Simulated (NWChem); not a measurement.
Species: C₂Cl₂F₂; SMILES Cl/C(F)=C(\F)Cl

```xyz
6

F     -1.7000     0.4591     0.0000
C     -0.3872     0.5458     0.0000
Cl     0.2400     2.1292     0.0000
C      0.3872    -0.5458     0.0000
F      1.7000    -0.4591     0.0000
Cl    -0.2400    -2.1292     0.0000
```
Atoms are numbered in this order, from 1.

Level: PBE0/def2-SVP (NWChem), optimised geometry, unscaled harmonic frequencies. 

| frequency (cm⁻¹) | IR intensity (km/mol) |
|---|---|
| 137 | 0.2 |
| 176 | 2.1 |
| 295 | 0.0 |
| 374 | 0.5 |
| 437 | 1.8 |
| 437 | 0.0 |
| 563 | 0.0 |
| 661 | 0.0 |
| 912 | 195.6 |
| 1256 | 0.0 |
| 1296 | 337.1 |
| 1815 | 0.0 |

| Item | Value |
|---|---|
| zero-point energy | 11.9 kcal/mol |
| thermal correction to the enthalpy at 298.15 K (with zero-point energy) | 16.2 kcal/mol |
| heat capacity Cv | 18.6 cal/(mol K) |
| entropy at 298.15 K and 1 atm (symmetry number 2) | 77.8 cal/(mol K) |
| dipole moment | 0.00 D |

Rigid rotor and harmonic oscillator.
